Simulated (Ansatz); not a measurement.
A CCSD(T) single point on FI$_{3}$Ti (`[F][Ti]([I])([I])[I]`).

```yaml
crystal:
  periodic: [false, false, false]
  atoms:
    - {symbol: F, position_ang: [-0.530354, -0.066078, 1.808700]}
    - {symbol: Ti, position_ang: [-0.037085, -0.019185, 0.149917]}
    - {symbol: I, position_ang: [2.016957, -1.466618, -0.169580]}
    - {symbol: I, position_ang: [-1.908362, -0.886519, -1.320541]}
    - {symbol: I, position_ang: [0.508744, 2.364701, -0.509896]}
basis:
  gaussian: {orbitals: def2-SVP}
correlation: {method: ccsd_t}
```

```sh
$ ansatz run in.yaml --threads 4 --pin off --events-out ev --progress --plain --max-ram 11315MiB
```

The program prints (abridged):

```
Functional definition: HF
1481 factors; integrals over basis functions are off by at most 9.8e-4 eV
mean field evaluation 1: about -50000.5043 eV, gradient 5.1e1 eV
mean field evaluation 2: about -50000.6543 eV, gradient 5.2e1 eV
mean field evaluation 4: about -50008.1637 eV, gradient 2.4e1 eV
mean field evaluation 8: about -50009.4115 eV, gradient 1.3e0 eV
mean field evaluation 16: about -50009.4347 eV, gradient 1.9e-6 eV
mean field -50009.43471136 eV, -1837.8128280303 hartree, gradient 2.1e-6 eV, S^2 0.000000; 0 other end points of the search recorded, 0 dependent functions left out
18 core orbitals not correlated: weight in the atoms' cores, before any rotation towards them, 1.000 or more for the frozen orbitals, at most 0.000 for the correlated occupied ones
reference -50009.43471136 eV, -1837.8128280303 hartree; 35, 35 occupied and 70, 70 virtual orbitals, 1481 factors
second order -24.31364104 eV of doubles, -0.00000000 eV of singles
cycle   1  -21.86658578 eV  change     2.4e0 eV  update   4.0e-1
cycle   2  -23.62123303 eV  change    -1.8e0 eV  update   4.4e-1
cycle   3  -23.77957194 eV  change   -1.6e-1 eV  update   7.5e-2
cycle   4  -23.79113780 eV  change   -1.2e-2 eV  update   3.3e-2
cycle   5  -23.77749214 eV  change    1.4e-2 eV  update   1.2e-2
cycle   6  -23.77626902 eV  change    1.2e-3 eV  update   5.3e-3
cycle   7  -23.77646308 eV  change   -1.9e-4 eV  update   2.9e-3
cycle   8  -23.77575325 eV  change    7.1e-4 eV  update   1.7e-3
cycle   9  -23.77592457 eV  change   -1.7e-4 eV  update   5.8e-4
cycle  10  -23.77660358 eV  change   -6.8e-4 eV  update   3.2e-4
cycle  11  -23.77684202 eV  change   -2.4e-4 eV  update   1.1e-4
cycle  12  -23.77673623 eV  change    1.1e-4 eV  update   6.6e-5
cycle  13  -23.77667121 eV  change    6.5e-5 eV  update   3.7e-5
perturbative correction -1.41788482 eV, -0.0521063061 hartree
Total energy: -50034.62926739 eV, -1838.7387108868 hartree
```

Run time 36 s (4 threads of an Arm Neoverse V2 on a shared host); peak host memory 0.95 GiB.

Correlation energy per correlated electron: -0.360 eV. T1 diagnostic: 0.0207.
